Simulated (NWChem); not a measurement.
# P2H cation; SMILES P#[PH+]

```xyz
3

P      0.0000     0.0000     1.0264
P      0.0000     0.0000    -0.8724
H      0.0000     0.0000    -2.3091
```
Atoms are numbered in this order, from 1.

Computed with NWChem. Medium grid unless said otherwise, to which SCAN and Minnesota functionals are sensitive. The geometry was optimised at PBE-D3(BJ)/def2-SVP.

What does the run give for M06/def2-TZVP? Quantities: highest occupied level (eV); orbital gap (eV).

The highest occupied level (eV) is -14.81 and the orbital gap (eV) comes out as 5.55.
